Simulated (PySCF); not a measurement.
A structure optimised at PBE-D3(BJ)/def2-SVP, used in a PySCF frequency run:

```
Si
F 1 1.6186
F 1 1.6186 2 105.63
O 1 1.6422 2 111.64 3 -121.52
H 4 0.9730 1 116.69 2 58.99
N 1 1.6916 2 109.84 3 118.39
C 6 1.2101 4 143.72 5 -180.00
O 7 1.1774 4 154.92 5 -180.00
```

Q: Write its SMILES, formula and point group.

A: O=C=N[Si](O)(F)F, CHF2NO2Si, Cs

Q: What are its rotational constants (standard atomic weights)?

A: 3.8970, 1.2057, 1.1962 GHz
